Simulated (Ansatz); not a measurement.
`C[C@H]1[AlH][Si@@H]1C` and `C[C@@H]1[AlH][Si@H]1[SiH3]` differ in one atom or group (the configuration at a centre changes too).

Ansatz, PBE0-D4/def2-TZVP geometries, multiplicity 1. 

```json
{"property": "size of the dipole moment (ωB97M-V/def2-TZVPP) / D", "`C[C@H]1[AlH][Si@@H]1C`": "0.65"}
{"property": "LUMO energy (PBE/def2-TZVPP) / eV", "`C[C@H]1[AlH][Si@@H]1C`": "-2.33"}
{"property": "LUMO energy (ωB97M-V/def2-TZVPP) / eV", "`C[C@H]1[AlH][Si@@H]1C`": "0.07"}
{"property": "HOMO energy (B3LYP/def2-TZVPP) / eV", "`C[C@H]1[AlH][Si@@H]1C`": "-5.61"}
{"property": "size of the dipole moment (PBE/def2-TZVPP) / D", "`C[C@H]1[AlH][Si@@H]1C`": "0.70"}
{"property": "HOMO–LUMO gap (ωB97M-V/def2-TZVPP) / eV", "`C[C@H]1[AlH][Si@@H]1C`": "7.80"}
```

What does the change do to each property? (Best estimate.)

Computed: 
| property | `C[C@@H]1[AlH][Si@H]1[SiH3]` | shift |
| --- | --- | --- |
| size of the dipole moment (ωB97M-V/def2-TZVPP) / D | 1.42 | 0.77 |
| LUMO energy (PBE/def2-TZVPP) / eV | -2.56 | -0.23 |
| LUMO energy (ωB97M-V/def2-TZVPP) / eV | -0.16 | -0.23 |
| HOMO energy (B3LYP/def2-TZVPP) / eV | -5.79 | -0.18 |
| size of the dipole moment (PBE/def2-TZVPP) / D | 1.42 | 0.72 |
| HOMO–LUMO gap (ωB97M-V/def2-TZVPP) / eV | 7.71 | -0.09 |

With PBE0 the HOMO falls by 0.18 eV and the LUMO falls by 0.23 eV, so the gap narrows by about 0.05 eV. PBE moves the HOMO by -0.21 eV and ωB97M-V by -0.14 eV. Dipoles are sizes alone; their direction can turn.

B3LYP here is the variant with VWN-RPA as its local correlation; programs differ in this.
